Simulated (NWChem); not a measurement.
# C2H3B

```xyz
6

B      0.0000     0.0000     1.4048
C      0.0000     0.0000    -0.1026
C      0.0000     0.0000    -1.3365
H      0.0000     0.0000    -2.4193
H     -1.0514     0.0000     2.0151
H      1.0514     0.0000     2.0151
```
Charge 0, spin multiplicity 1.

All runs are NWChem calculations. All single points use one geometry, from PBE/def2-SVP, a minimum by its harmonic frequencies. It is one conformer; others weren't searched.

Symmetry labels belong to the abelian group C2v used in the runs, with the axes of the coordinates shown.

The correlated methods keep 3 core orbitals frozen. The structure started from a generated list of species.

### Question
List the 4 singlet excitations that EOM-CCSD/aug-cc-pVDZ, 3 core orbitals frozen gives, with oscillator strengths.

### Answer
| state | symmetry | energy (eV) | wavelength (nm) | f |
|---|---|---|---|---|
| 1 | a2 | 4.33 | 287 | 0.000 |
| 2 | a1 | 5.85 | 212 | 0.097 |
| 3 | b2 | 7.22 | 172 | 0.012 |
| 4 | b1 | 7.70 | 161 | 0.027 |
These are the lowest roots of each symmetry, so higher states are missing between them.
